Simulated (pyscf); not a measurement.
A first-order saddle from PySCF, ωB97X-D3(BJ)/def2-SVP:

```xyz
7

Bi    -0.3221     1.2762    -0.8063
H      0.2076    -0.6111    -0.1786
H      1.3801     1.4137    -0.2091
H     -0.9152     1.8032     0.7880
Ge    -1.4431    -1.2242    -0.2617
H     -1.0343    -1.7751     1.1409
H     -0.7653    -2.2528    -1.2245
```

Surface: singlet, charge 0. Lowest wavenumbers (cm⁻¹): 325i, 197, 240, 316, 534.

Question: Which two sides does it connect, and which bonds change?

Answer: BiH₃ (SMILES [BiH3]) + GeH₂ (SMILES [GeH2]) [singlet] <-> H₃Ge–BiH₂ (SMILES [GeH3][BiH2]), an insertion read from left to right: Bi–H broken and Bi–Ge, Ge–H formed. At CCSD(T)/def2-TZVPP + ΔMP2(QZVPP) it lies -12.1 kcal/mol from the left side and +42.4 kcal/mol from the right (each side as separated species at their lowest minima found). On the reactant side the descent ends in an adduct with a Bi–Ge, Ge–H contact, 16.7 kcal/mol under the separated species and 0.5 kcal/mol under the saddle at ωB97X-D3(BJ)/def2-TZVP. At CCSD(T) the saddle lies under the separated reactants, which points to a path from their complex (located at ωB97X-D3(BJ) alone). What is counted as formed (Bi–Ge, Ge–H) is already present as a longer contact in the reactant adduct; forming that adduct is a step of its own. At ωB97X-D3(BJ) the barrier from the zero used here is -16.2 kcal/mol. This is the saddle that the search found; another between the same sides may lie lower. The CCSD(T) − MP2 part came from Ansatz, without density fitting, on the same reference. The frozen core leaves the outer d or s,p core shells of the metals and heavy elements correlated in the MP2 and CC values, and def2-TZVPP describes them poorly, which can shift differences by a few kcal/mol. Elements up to Kr have no core potential and no relativistic terms here. Elements past Kr carry the def2 core potentials, without spin-orbit coupling.
